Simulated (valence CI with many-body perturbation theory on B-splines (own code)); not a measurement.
## E1 line list for Gd⁵⁸⁺

Method: valence CI with perturbative core correlation (CI+MBPT): four valence electrons over a frozen Dirac-Fock core [He], a basis of 11 s, 11 p, 9 d, 7 f, 5 g, 2 h, 1 i functions for each j, with the one-electron correlation potential Σ1, the two-electron term Σ2, the three-electron term Σ3, Breit, model QED; selected CI, second order for the rest (own B-spline code, finite nucleus).

No measured spectrum was set against this ion. As an estimate, large intervals hold to a few tenths of a per cent, small ones and those within an open d or f shell to about a per cent. Among the levels kept, up to 270 cm⁻¹ of a level comes from second order outside the variational space, and about a tenth of that is noise between levels of different J, which matters for small intervals.

Lines 51 to 100 of 252 in falling wavelength, among levels below 8844.8 eV, chosen from the strongest by gf and those to the six lowest levels. Wavelengths and rates use the calculated energies. Electric multipoles are in the length gauge, E1 and E2 with the static RPA response of the core. Weak lines are less certain than strong ones. Lines between different terms over intervals too small for the method are left out, as are lines whose strength nearly cancels. The highest levels of a list are the least certain.

Levels are named by their leading jj configuration (3d3/2^4 stands for four electrons in 3d with j = 3/2), which in mixed levels can hold well under half, so a name can repeat and another be missing. Letters in brackets count levels of one name in rising energy.

| λ vac (Å) | Upper | Lower | A (s⁻¹) | S (a.u.) with core polarisation | S without |
| --- | --- | --- | --- | --- | --- |
| 39.93 | (2s 2p1/2 2p3/2 3d3/2) J=2 [b] | (2s 2p1/2 2p3/2 3p1/2) J=3 | 1.35e+11 | 2.12e-02 | 2.12e-02 |
| 39.86 | (2s 2p1/2 2p3/2 3p3/2) J=2 [a] | (2s 2p1/2 2p3/2 3s) J=2 [a] | 1.26e+11 | 1.97e-02 | 1.97e-02 |
| 39.85 | (2s 2p1/2 2p3/2 3p3/2) J=1 [b] | (2s 2p1/2 2p3/2 3s) J=2 [b] | 3.52e+11 | 3.30e-02 | 3.30e-02 |
| 39.78 | (2s 2p1/2 2p3/2 3p3/2) J=2 [e] | (2s 2p1/2 2p3/2 3s) J=1 [b] | 1.90e+11 | 2.95e-02 | 2.95e-02 |
| 39.77 | (2s^2 2p3/2 3p3/2) J=2 | (2s^2 2p3/2 3s) J=1 | 2.38e+11 | 3.69e-02 | 3.70e-02 |
| 39.55 | (2s 2p1/2^2 2p3/2) J=1 | (2s^2 2p1/2 2p3/2) J=1 | 8.43e+09 | 7.72e-04 | 7.74e-04 |
| 39.53 | (2s 2p1/2 2p3/2 3p3/2) J=1 [c] | (2s 2p1/2 2p3/2 3s) J=0 | 2.06e+11 | 1.88e-02 | 1.88e-02 |
| 39.04 | (2s 2p1/2 2p3/2 3p3/2) J=1 [d] | (2s 2p1/2 2p3/2 3s) J=1 [b] | 2.14e+11 | 1.88e-02 | 1.88e-02 |
| 39.02 | (2s 2p1/2 2p3/2 3p3/2) J=3 [b] | (2s 2p1/2 2p3/2 3s) J=3 | 2.45e+11 | 5.04e-02 | 5.04e-02 |
| 39.02 | (2s 2p1/2 2p3/2 3p3/2) J=2 [c] | (2s 2p1/2 2p3/2 3s) J=3 | 1.44e+11 | 2.12e-02 | 2.12e-02 |
| 38.84 | (2s^2 2p3/2 3p3/2) J=2 | (2s^2 2p3/2 3s) J=2 | 2.32e+11 | 3.35e-02 | 3.35e-02 |
| 13.19 | (2s 2p1/2 2p3/2^2) J=2 [a] | (2s^2 2p1/2 2p3/2) J=1 | 7.20e+11 | 4.08e-03 | 4.09e-03 |
| 12.88 | (2s 2p1/2 2p3/2^2) J=3 | (2s^2 2p1/2 2p3/2) J=2 | 6.87e+11 | 5.07e-03 | 5.07e-03 |
| 12.50 | (2s 2p3/2^3) J=2 | (2s^2 2p3/2^2) J=2 | 2.47e+12 | 1.19e-02 | 1.19e-02 |
| 12.41 | (2p1/2^2 2p3/2^2) J=2 | (2s 2p1/2^2 2p3/2) J=1 | 2.12e+12 | 1.00e-02 | 1.00e-02 |
| 12.40 | (2p1/2 2p3/2^3) J=1 | (2s 2p1/2 2p3/2^2) J=1 [a] | 3.05e+12 | 8.59e-03 | 8.60e-03 |
| 12.38 | (2s 2p1/2 2p3/2 3p3/2) J=2 [d] | (2s^2 2p1/2 3p3/2) J=1 | 2.54e+12 | 1.19e-02 | 1.19e-02 |
| 12.35 | (2s 2p1/2 2p3/2 3p3/2) J=3 [c] | (2s^2 2p1/2 3p3/2) J=2 | 2.76e+12 | 1.79e-02 | 1.80e-02 |
| 12.34 | (2s 2p1/2 2p3/2 3d3/2) J=2 [c] | (2s^2 2p1/2 3d3/2) J=2 | 2.22e+12 | 1.03e-02 | 1.03e-02 |
| 12.30 | (2s 2p1/2 2p3/2 3d3/2) J=2 [d] | (2s^2 2p1/2 3d3/2) J=1 | 1.61e+12 | 7.38e-03 | 7.40e-03 |
| 12.30 | (2s 2p1/2 2p3/2 3s) J=1 [b] | (2s^2 2p1/2 3s) J=1 | 2.79e+12 | 7.70e-03 | 7.71e-03 |
| 12.30 | (2p1/2 2p3/2^3) J=2 | (2s 2p1/2 2p3/2^2) J=2 [b] | 4.35e+12 | 2.00e-02 | 2.00e-02 |
| 12.29 | (2p3/2^4) J=0 | (2s 2p3/2^3) J=1 | 9.90e+12 | 9.08e-03 | 9.09e-03 |
| 12.28 | (2s 2p1/2 2p3/2 3p1/2) J=1 [b] | (2s^2 2p1/2 3p1/2) J=1 | 3.33e+12 | 9.11e-03 | 9.13e-03 |
| 12.27 | (2s 2p1/2 2p3/2 3d3/2) J=3 [c] | (2s^2 2p1/2 3d3/2) J=2 | 2.46e+12 | 1.57e-02 | 1.57e-02 |
| 12.25 | (2s 2p1/2 2p3/2 3p1/2) J=2 [c] | (2s^2 2p1/2 3p1/2) J=1 | 2.84e+12 | 1.29e-02 | 1.29e-02 |
| 12.24 | (2s 2p1/2 2p3/2 3p1/2) J=1 [c] | (2s^2 2p1/2 3p1/2) J=0 | 3.11e+12 | 8.45e-03 | 8.46e-03 |
| 12.21 | (2p1/2^2 2p3/2 3p1/2) J=2 | (2s 2p1/2^2 3p1/2) J=1 | 1.44e+12 | 6.49e-03 | 6.50e-03 |
| 12.20 | (2s 2p1/2 2p3/2 3s) J=2 [c] | (2s^2 2p1/2 3s) J=1 | 2.71e+12 | 1.21e-02 | 1.21e-02 |
| 12.18 | (2s 2p1/2 2p3/2 3p3/2) J=1 [c] | (2s^2 2p1/2 3p3/2) J=1 | 2.07e+12 | 5.53e-03 | 5.54e-03 |
| 12.18 | (2s 2p1/2 2p3/2 3s) J=1 [c] | (2s^2 2p1/2 3s) J=0 | 2.85e+12 | 7.63e-03 | 7.65e-03 |
| 12.18 | (2s 2p1/2 2p3/2 3p3/2) J=2 [e] | (2s^2 2p1/2 3p3/2) J=2 | 2.50e+12 | 1.11e-02 | 1.12e-02 |
| 12.15 | (2s 2p1/2 2p3/2 3d3/2) J=1 [c] | (2s^2 2p1/2 3d3/2) J=2 | 2.83e+12 | 7.51e-03 | 7.52e-03 |
| 12.05 | (2s 2p1/2 2p3/2^2) J=0 | (2s^2 2p1/2 2p3/2) J=1 | 2.64e+12 | 2.28e-03 | 2.28e-03 |
| 12.03 | (2s 2p1/2 2p3/2^2) J=1 [a] | (2s^2 2p1/2 2p3/2) J=2 | 3.14e+11 | 8.09e-04 | 8.11e-04 |
| 11.96 | (2s 2p1/2^2 2p3/2) J=1 | (2s^2 2p1/2^2) J=0 | 3.27e+12 | 8.28e-03 | 8.29e-03 |
| 11.91 | (2s 2p1/2 2p3/2^2) J=2 [b] | (2s^2 2p1/2 2p3/2) J=2 | 4.67e+12 | 1.95e-02 | 1.95e-02 |
| 11.87 | (2s 2p1/2 2p3/2^2) J=1 [b] | (2s^2 2p1/2 2p3/2) J=2 | 3.20e+12 | 7.92e-03 | 7.94e-03 |
| 11.83 | (2s 2p1/2 2p3/2^2) J=1 [a] | (2s^2 2p1/2 2p3/2) J=1 | 4.76e+12 | 1.17e-02 | 1.17e-02 |
| 11.76 | (2p1/2^2 2p3/2^2) J=0 | (2s 2p1/2^2 2p3/2) J=1 | 5.36e+12 | 4.31e-03 | 4.31e-03 |
| 11.72 | (2s 2p1/2 2p3/2^2) J=2 [b] | (2s^2 2p1/2 2p3/2) J=1 | 3.28e+11 | 1.30e-03 | 1.30e-03 |
| 11.66 | (2s 2p3/2^3) J=1 | (2s^2 2p3/2^2) J=2 | 4.83e+12 | 1.13e-02 | 1.14e-02 |
| 11.55 | (2p1/2^2 2p3/2^2) J=2 | (2s 2p1/2^2 2p3/2) J=2 | 2.48e+12 | 9.44e-03 | 9.45e-03 |
| 1.878 | (2s 2p1/2^2 3s) J=1 | (2s 2p1/2^2 2p3/2) J=1 | 1.49e+13 | 1.46e-04 | 1.46e-04 |
| 1.869 | (2s 2p1/2^2 3s) J=0 | (2s 2p1/2^2 2p3/2) J=1 | 1.02e+14 | 3.29e-04 | 3.28e-04 |
| 1.860 | (2s 2p1/2 2p3/2 3s) J=3 | (2s 2p1/2 2p3/2^2) J=3 | 4.94e+13 | 1.10e-03 | 1.10e-03 |
| 1.857 | (2s 2p1/2^2 3s) J=1 | (2s 2p1/2^2 2p3/2) J=2 | 9.28e+13 | 8.81e-04 | 8.79e-04 |
| 1.854 | (2s^2 2p1/2 3s) J=1 | (2s^2 2p1/2 2p3/2) J=2 | 9.13e+13 | 8.62e-04 | 8.61e-04 |
| 1.854 | (2s 2p1/2 2p3/2 3s) J=2 [b] | (2s 2p1/2 2p3/2^2) J=3 | 7.92e+13 | 1.25e-03 | 1.24e-03 |
| 1.851 | (2s^2 2p3/2 3s) J=2 | (2s^2 2p3/2^2) J=2 | 5.80e+13 | 9.07e-04 | 9.06e-04 |
